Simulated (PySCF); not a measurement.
C2H4NO, SMILES CC([NH])=O, multiplicity 2.

Geometry optimised at ωB97X-D3(BJ)/def2-SVP. The isomer is the one that the SMILES or the coordinates give; other isomers of the formula were not compared. Other conformers were not sampled.

Method: SMD-M06-2X/def2-SVP in PySCF.

Solvation free energies are E(SMD) − E(gas) at the gas-phase geometry, for 1 M in both phases. In vacuum the dipole moment is 1.57 D.

Question: Rank water, acetone, acetonitrile by solvation free energy, most negative first.

Answer: water (-5.4 kcal/mol), acetone (-5.1 kcal/mol), acetonitrile (-4.8 kcal/mol)
